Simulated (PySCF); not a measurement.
Species: C5H7NOSe.
Z-matrix (Å and degrees, PBE0-D3(BJ)/def2-SVP geometry), rows numbered from 1:
```
C 
C   1  1.4947
N   2  1.3723  1  118.50
C   3  1.2895  2  113.82  1   179.42
Se  4  1.8676  3  114.86  2     0.23
C   2  1.3767  1  124.66  3   179.24
C   6  1.5011  2  127.73  1     1.24
O   7  1.4038  6  113.39  2    54.20
H   1  1.0965  2  111.25  3   165.37
H   1  1.0997  2  109.78  3    44.59
H   1  1.1022  2  110.46  3   -73.11
H   4  1.0932  3  123.80  2  -179.59
H   7  1.1072  6  109.64  2   179.81
H   7  1.1026  6  109.64  2   -64.02
H   8  0.9639  7  107.65  6    48.15
```

Computed with PySCF, PBE0-D3(BJ)/def2-SVP geometry optimisation, gas phase.

Masses are those of the commonest isotopes; rigid-rotor values at the optimised geometry. The values belong to one conformer with, in the numbering `[CH3:1][c:2]1[n:3][cH:4][se:5][c:6]1[CH2:7][OH:8]`, Se5–C6–C7–O8 -125°, C6–C7–O8–H 48°.

Task: Give the principal moments of inertia and the rotational constants in MHz.

Result: Ia = 237.56, Ib = 405.67, Ic = 614.89 u·Å²; 505379 MHz·u·Å²/I gives A = 2127, B = 1246, C = 821.9 MHz.

Task: What kind of rotor is it?

Result: An asymmetric top. Ray's parameter κ = (2B − A − C)/(A − C) = -0.351; −1 is the prolate and +1 the oblate limit.

Task: What does the inertial defect say?

Result: Not planar: Δ = Ic − Ia − Ib = -28.34 u·Å². For a rigid frame Δ = −2 Σ m c², so Σ m c² = 14.17 u·Å² lies off the ab plane: 6.04 from hydrogen and 8.13 from heavier atoms. The atom farthest from that plane is 1.42 Å away.

Task: Give the other two planar moments, Paa and Pbb, and the rms extents of the mass along the axes.

Result: Paa = Σ m a² = (Ib + Ic − Ia)/2 = 391.50 and Pbb = Σ m b² = (Ia + Ic − Ib)/2 = 223.39 u·Å². With the mass M = 176.97 u, the rms extents √(P/M) along a, b and c are 1.49, 1.12, 0.28 Å.

Task: Give the coordinates in the principal-axis frame, origin at the centre of mass.

Result: The sense of each axis is arbitrary; atoms in the order of the calculation.
```csv
atom,mass (u),a (Å),b (Å),c (Å)
C1,12.000,2.235,1.742,-0.184
C2,12.000,0.874,1.133,-0.079
N3,14.003,-0.198,1.960,0.144
C4,12.000,-1.328,1.343,0.208
Se5,79.917,-1.224,-0.509,-0.011
C6,12.000,0.606,-0.212,-0.204
C7,12.000,1.585,-1.325,-0.439
O8,15.995,2.626,-1.360,0.501
H9,1.008,3.019,0.979,-0.102
H10,1.008,2.373,2.485,0.615
H11,1.008,2.346,2.275,-1.142
H12,1.008,-2.286,1.843,0.373
H13,1.008,1.045,-2.291,-0.488
H14,1.008,2.067,-1.193,-1.422
H15,1.008,2.231,-1.290,1.377
```

Task: List the rotational levels J(Ka,Kc) to J = 4 (K).

Result: Above 0(0,0), as E/k:
J = 1: 1(0,1) 0.099, 1(1,1) 0.142, 1(1,0) 0.162
J = 2: 2(0,2) 0.292, 2(1,2) 0.320, 2(1,1) 0.381, 2(2,1) 0.508, 2(2,0) 0.513
J = 3: 3(0,3) 0.569, 3(1,3) 0.584, 3(1,2) 0.705, 3(2,2) 0.805, 3(2,1) 0.832, 3(3,1) 1.071, 3(3,0) 1.072
J = 4: 4(0,4) 0.925, 4(1,4) 0.931, 4(1,3) 1.127, 4(2,3) 1.198, 4(2,2) 1.265, 4(3,2) 1.477, 4(3,1) 1.484, 4(4,1) 1.837, 4(4,0) 1.837
Those of J = 1 are B + C, A + C and A + B.

Task: Which types of transition are allowed, and where do some lines up to J = 5 fall?

Result: The dipole components are |μa| = 1.06 D, |μb| = 1.14 D, |μc| = 0.25 D. The squared components, which scale the intensities, stand as 0.86 : 1.00 : 0.05 (a : b : c). Some lines, for components of 0.1 D or more:

| type | branch | J(Ka,Kc) | MHz | lower level (cm⁻¹) |
| --- | --- | --- | --- | --- |
| a | Q | 4(2,2) ← 4(2,3) | 1410 | 0.832 |
| c | Q | 3(2,2) ← 3(1,2) | 2098 | 0.490 |
| a | Q | 3(1,2) ← 3(1,3) | 2521 | 0.406 |
| b | R | 3(1,2) ← 2(2,1) | 4105 | 0.353 |
| b | Q | 4(3,1) ← 4(2,2) | 4555 | 0.879 |
| b | R | 2(1,2) ← 1(0,1) | 4593 | 0.069 |
| b | Q | 3(3,0) ← 3(2,1) | 5009 | 0.578 |
| b | R | 5(2,3) ← 4(3,2) | 6970 | 1.026 |
| a | R | 5(0,5) ← 4(0,4) | 9009 | 0.643 |
| a | R | 5(2,3) ← 4(2,2) | 11377 | 0.879 |
| c | R | 4(1,3) ← 3(0,3) | 11629 | 0.396 |
| b | R | 5(5,0) ← 4(4,1) | 20202 | 1.277 |

Task: Estimate the classical rotational partition function at 25 K, 50 K and 298.15 K.

Result: Point group C1, symmetry number σ = 1; q = (√π/σ)·√((kT/h)³/(ABC)), k/h = 20836.6 MHz/K: 14300 at 25 K, 40400 at 50 K, 588000 at 298.15 K.

PBE0-D3(BJ)/def2-SVP frequencies: not computed here. Zero-point vibration and centrifugal distortion are left out. A rigid rotor knows nothing of internal rotation, which can split or shift real lines. Quadrupole hyperfine structure (14N) is left out.
